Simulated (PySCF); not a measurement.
H7NO2Si2, SMILES N[Si](O)(O)[SiH3].

The structure is a stationary point at r2SCAN-D4/def2-SVP. This is a generated structure with no PubChem entry under its InChIKey; it may be hypothetical. Other conformers were not sampled.

Calculation: PySCF with PBE/def2-TZVP.

Symmetry labels are those of the subgroup Cs that the program uses (full group Cs).

Q: List the valence orbital energies around the gap with their symmetry. (The exact figures need the calculation; the answer reports its results.)

A: 
| orbital | symmetry | energy (eV) |
|---|---|---|
| HOMO−7 | A' | -9.16 |
| HOMO−6 | A" | -8.42 |
| HOMO−5 | A' | -8.22 |
| HOMO−4 | A" | -8.18 |
| HOMO−3 | A' | -7.84 |
| HOMO−2 | A' | -7.57 |
| HOMO−1 | A" | -7.34 |
| HOMO | A' | -6.17 |
| LUMO | A' | -0.38 |
| LUMO+1 | A' | -0.36 |
| LUMO+2 | A" | -0.30 |
| LUMO+3 | A' | 0.65 |
